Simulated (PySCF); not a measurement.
Isomers of C7H9OP.

All values: PBE0/pcSseg-1 (PySCF) at GFN2-xTB geometries, gas phase, one conformer each.

Question: Rank by HOMO–LUMO gap, highest first.
A. `[CH3:1][O:2][c:3]1[cH:4][c:5]([CH3:6])[cH:7][cH:8][p:9]1` with C1–O2–C3–C4 180°
B. `[CH3:1][c:2]1[o:3][cH:4][c:5]([CH:6]2[CH2:7][CH2:8]2)[p:9]1` with C4–C5–C6–C7 143°
C. `[cH:1]1[cH:2][o:3][c:4]([PH:5][CH:6]2[CH2:7][CH2:8]2)[cH:9]1` with O3–C4–P5–C6 109°, C4–P5–C6–C7 93°
D. `[CH3:1][O:2][c:3]1[cH:4][cH:5][c:6]([CH3:7])[cH:8][p:9]1` with C1–O2–C3–C4 180°
E. `[CH3:1][O:2][c:3]1[cH:4][cH:5][cH:6][p:7][c:8]1[CH3:9]` with C1–O2–C3–C4 0°
F. `[CH2:1]=[CH:2][P:3](=[O:4])([C:5]#[C:6][CH3:7])[CH:8]=[CH2:9]` with C1–C2–P3–O4 -3°, C2–P3–C8–C9 -123°

Answer: F (6.94 eV), C (6.21 eV), B (5.75 eV), E (5.48 eV), A (5.32 eV), D (5.17 eV).

Question: Rank by the highest Hirshfeld charge on any atom, highest value first.
A. `[CH2:1]=[CH:2][P@:3]1(=[O:4])[CH:5]=[CH:6][C:7]([CH3:8])=[CH:9]1` with C1–C2–P3–O4 -1°
B. `[CH3:1][O:2][c:3]1[cH:4][cH:5][cH:6][p:7][c:8]1[CH3:9]` with C1–O2–C3–C4 0°
C. `[CH:1]#[C:2][P:3]([C:4]([CH3:5])=[O:6])[CH:7]1[CH2:8][CH2:9]1` with C2–P3–C4–C5 56°, C2–P3–C7–C8 -159°
D. `[CH3:1][c:2]1[o:3][cH:4][c:5]([CH:6]2[CH2:7][CH2:8]2)[p:9]1` with C4–C5–C6–C7 143°
E. `[CH2:1]=[CH:2][CH2:3][PH:4][c:5]1[cH:6][cH:7][cH:8][o:9]1` with C1–C2–C3–P4 -112°, C2–C3–P4–C5 169°, C3–P4–C5–C6 -110°
F. `[CH:1]#[C:2][P@@:3](=[O:4])([CH:5]=[CH2:6])/[CH:7]=[CH:8]/[CH3:9]` with C2–P3–C5–C6 -130°, C2–P3–C7–C8 131°

Answer: F (+0.432 e), A (+0.415 e), C (+0.184 e), E (+0.117 e), B (+0.079 e), D (+0.059 e).

Question: Rank by HOMO energy, lowest first.
A. `[CH3:1][c:2]1[cH:3][p:4][c:5]([CH:6]2[CH2:7][CH2:8]2)[o:9]1` with P4–C5–C6–C7 -35°
B. `[CH:1]#[C:2][P:3]([C:4]([CH3:5])=[O:6])[CH:7]1[CH2:8][CH2:9]1` with C2–P3–C4–C5 56°, C2–P3–C7–C8 -159°
C. `[CH:1]#[C:2][P:3]1[CH2:4][CH2:5][C:6](=[O:7])[CH2:8][CH2:9]1` with C2–P3–C4–C5 -129°, P3–C4–C5–C6 69°, C4–C5–C6–O7 145°, C5–C6–C8–C9 -34°
D. `[CH2:1]=[CH:2][P:3](=[O:4])([C:5]#[C:6][CH3:7])[CH:8]=[CH2:9]` with C1–C2–P3–O4 -3°, C2–P3–C8–C9 -123°
E. `[CH2:1]=[CH:2][CH2:3][PH:4][c:5]1[cH:6][cH:7][cH:8][o:9]1` with C1–C2–C3–P4 -112°, C2–C3–P4–C5 169°, C3–P4–C5–C6 -110°
F. `[CH3:1][O:2][c:3]1[cH:4][c:5]([CH3:6])[cH:7][cH:8][p:9]1` with C1–O2–C3–C4 180°

Answer: D (-7.78 eV), C (-7.04 eV), B (-6.70 eV), F (-6.48 eV), E (-6.27 eV), A (-6.00 eV).

All values together:

```json
{"SMILES": "c1coc(PC2CC2)c1", "μ (D)": "1.41", "HOMO (eV)": "-6.24", "LUMO (eV)": "-0.03", "lowest IAO charge (e)": "-0.318 (C)", "highest IAO charge (e)": "+0.376 (P)", "lowest Hirshfeld charge (e)": "-0.092 (C)", "highest Hirshfeld charge (e)": "+0.124 (P)"}
{"SMILES": "Cc1occ(C2CC2)p1", "μ (D)": "0.92", "HOMO (eV)": "-6.41", "LUMO (eV)": "-0.66", "lowest IAO charge (e)": "-0.431 (C)", "highest IAO charge (e)": "+0.214 (P)", "lowest Hirshfeld charge (e)": "-0.124 (C)", "highest Hirshfeld charge (e)": "+0.059 (H)"}
{"SMILES": "COc1cc(C)ccp1", "μ (D)": "0.85", "HOMO (eV)": "-6.48", "LUMO (eV)": "-1.16", "lowest IAO charge (e)": "-0.425 (C)", "highest IAO charge (e)": "+0.245 (P)", "lowest Hirshfeld charge (e)": "-0.113 (C)", "highest Hirshfeld charge (e)": "+0.056 (H)"}
{"SMILES": "COc1ccc(C)cp1", "μ (D)": "0.61", "HOMO (eV)": "-6.42", "LUMO (eV)": "-1.24", "lowest IAO charge (e)": "-0.424 (C)", "highest IAO charge (e)": "+0.261 (P)", "lowest Hirshfeld charge (e)": "-0.116 (C)", "highest Hirshfeld charge (e)": "+0.056 (H)"}
{"SMILES": "C#C[P@@](=O)(C=C)/C=C/C", "μ (D)": "3.64", "HOMO (eV)": "-7.84", "LUMO (eV)": "-0.84", "lowest IAO charge (e)": "-0.906 (O)", "highest IAO charge (e)": "+1.564 (P)", "lowest Hirshfeld charge (e)": "-0.378 (O)", "highest Hirshfeld charge (e)": "+0.432 (P)"}
{"SMILES": "C=C[P@]1(=O)C=CC(C)=C1", "μ (D)": "4.54", "HOMO (eV)": "-7.00", "LUMO (eV)": "-1.89", "lowest IAO charge (e)": "-0.897 (O)", "highest IAO charge (e)": "+1.527 (P)", "lowest Hirshfeld charge (e)": "-0.392 (O)", "highest Hirshfeld charge (e)": "+0.415 (P)"}
{"SMILES": "C=CCPc1ccco1", "μ (D)": "1.46", "HOMO (eV)": "-6.27", "LUMO (eV)": "-0.23", "lowest IAO charge (e)": "-0.427 (C)", "highest IAO charge (e)": "+0.378 (P)", "lowest Hirshfeld charge (e)": "-0.112 (C)", "highest Hirshfeld charge (e)": "+0.117 (P)"}
{"SMILES": "Cc1cpc(C2CC2)o1", "μ (D)": "1.59", "HOMO (eV)": "-6.00", "LUMO (eV)": "-0.55", "lowest IAO charge (e)": "-0.437 (C)", "highest IAO charge (e)": "+0.219 (P)", "lowest Hirshfeld charge (e)": "-0.155 (C)", "highest Hirshfeld charge (e)": "+0.066 (C)"}
{"SMILES": "COc1cccpc1C", "μ (D)": "3.06", "HOMO (eV)": "-6.72", "LUMO (eV)": "-1.24", "lowest IAO charge (e)": "-0.416 (C)", "highest IAO charge (e)": "+0.358 (P)", "lowest Hirshfeld charge (e)": "-0.131 (C)", "highest Hirshfeld charge (e)": "+0.079 (P)"}
{"SMILES": "C=CP(=O)(C#CC)C=C", "μ (D)": "4.07", "HOMO (eV)": "-7.78", "LUMO (eV)": "-0.85", "lowest IAO charge (e)": "-0.908 (O)", "highest IAO charge (e)": "+1.562 (P)", "lowest Hirshfeld charge (e)": "-0.380 (O)", "highest Hirshfeld charge (e)": "+0.428 (P)"}
{"SMILES": "C#CP(C(C)=O)C1CC1", "μ (D)": "1.75", "HOMO (eV)": "-6.70", "LUMO (eV)": "-0.91", "lowest IAO charge (e)": "-0.478 (C)", "highest IAO charge (e)": "+0.518 (P)", "lowest Hirshfeld charge (e)": "-0.215 (O)", "highest Hirshfeld charge (e)": "+0.184 (P)"}
{"SMILES": "C#CP1CCC(=O)CC1", "μ (D)": "1.76", "HOMO (eV)": "-7.04", "LUMO (eV)": "-0.56", "lowest IAO charge (e)": "-0.439 (C)", "highest IAO charge (e)": "+0.542 (P)", "lowest Hirshfeld charge (e)": "-0.241 (O)", "highest Hirshfeld charge (e)": "+0.184 (P)"}
```

Conformers: `[cH:1]1[cH:2][o:3][c:4]([PH:5][CH:6]2[CH2:7][CH2:8]2)[cH:9]1` with O3–C4–P5–C6 109°, C4–P5–C6–C7 93°; `[CH3:1][c:2]1[o:3][cH:4][c:5]([CH:6]2[CH2:7][CH2:8]2)[p:9]1` with C4–C5–C6–C7 143°; `[CH3:1][O:2][c:3]1[cH:4][c:5]([CH3:6])[cH:7][cH:8][p:9]1` with C1–O2–C3–C4 180°; `[CH3:1][O:2][c:3]1[cH:4][cH:5][c:6]([CH3:7])[cH:8][p:9]1` with C1–O2–C3–C4 180°; `[CH:1]#[C:2][P@@:3](=[O:4])([CH:5]=[CH2:6])/[CH:7]=[CH:8]/[CH3:9]` with C2–P3–C5–C6 -130°, C2–P3–C7–C8 131°; `[CH2:1]=[CH:2][P@:3]1(=[O:4])[CH:5]=[CH:6][C:7]([CH3:8])=[CH:9]1` with C1–C2–P3–O4 -1°; `[CH2:1]=[CH:2][CH2:3][PH:4][c:5]1[cH:6][cH:7][cH:8][o:9]1` with C1–C2–C3–P4 -112°, C2–C3–P4–C5 169°, C3–P4–C5–C6 -110°; `[CH3:1][c:2]1[cH:3][p:4][c:5]([CH:6]2[CH2:7][CH2:8]2)[o:9]1` with P4–C5–C6–C7 -35°; `[CH3:1][O:2][c:3]1[cH:4][cH:5][cH:6][p:7][c:8]1[CH3:9]` with C1–O2–C3–C4 0°; `[CH2:1]=[CH:2][P:3](=[O:4])([C:5]#[C:6][CH3:7])[CH:8]=[CH2:9]` with C1–C2–P3–O4 -3°, C2–P3–C8–C9 -123°; `[CH:1]#[C:2][P:3]([C:4]([CH3:5])=[O:6])[CH:7]1[CH2:8][CH2:9]1` with C2–P3–C4–C5 56°, C2–P3–C7–C8 -159°; `[CH:1]#[C:2][P:3]1[CH2:4][CH2:5][C:6](=[O:7])[CH2:8][CH2:9]1` with C2–P3–C4–C5 -129°, P3–C4–C5–C6 69°, C4–C5–C6–O7 145°, C5–C6–C8–C9 -34°.
